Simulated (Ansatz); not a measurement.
`C[SiH2][O][ZnH]` + H₂ → `[ZnH2]` + `C[SiH2]O`  (hydrogenolysis of a Zn–O bond)

Gas-phase electronic energies from Ansatz, PBE0-D4/def2-TZVP geometries. CBS: MP2 limit from def2 TZ/QZ plus the TZ coupled-cluster correction, frozen cores. This one scheme is used for every species. For Zn outer-core shells are correlated without core-valence functions, which leaves a few kJ/mol of doubt a bond. Scalar relativity is left out up to krypton. Each species was taken in one conformer, which may not be the lowest.

`C[SiH2][O][ZnH]`:

Cartesian coordinates in Å:
```
C -1.693 0.327 0.437
Si 0.167 0.306 0.540
O 0.799 -0.437 -0.758
Zn 2.253 -1.005 -1.579
H -2.118 0.828 1.311
H -2.028 0.859 -0.457
H -2.092 -0.689 0.398
H 0.582 -0.389 1.798
H 0.668 1.712 0.636
H 3.462 -1.512 -2.326
```

H₂:

```xyz
2

H     0.178   -0.255    0.205
H    -0.178    0.255   -0.205
```

`[ZnH2]`:

Cartesian coordinates in Å:
```
Zn 0.000 0.000 0.000
H 0.367 0.910 -1.193
H -0.366 -0.910 1.193
```

`C[SiH2]O`:

Cartesian coordinates in Å:
```
C 0.311 0.261 -1.101
Si -0.481 -0.361 0.467
O 0.535 -0.282 1.767
H -0.378 0.148 -1.943
H 1.221 -0.301 -1.328
H 0.573 1.319 -1.024
H -0.831 -1.797 0.341
H -1.721 0.428 0.727
H 0.772 0.585 2.095
```

| species | CCSD(T)/CBS(def2) energy (Eh) |
| --- | --- |
| `C[SiH2][O][ZnH]` | -2184.36423 |
| H₂ | -1.17544 |
| `[ZnH2]` | -1779.54550 |
| `C[SiH2]O` | -405.96945 |

Problem. Work out ΔE.

Solution. ΔE = (-1779.54550) + (-405.96945) − (-2184.36423) − (-1.17544) = 0.02472 Eh = +64.9 kJ/mol.

Largest T1 diagnostic among the species: 0.016.

In def2-TZVPP, CCSD(T) changes the Hartree–Fock value by +14.6 kJ/mol (the triples alone add +3.2 kJ/mol) and MP2 by +22.8 kJ/mol. At CCSD(T), def2-SVP lies +5.8 kJ/mol from the extrapolated value and def2-TZVPP −4.4 kJ/mol.
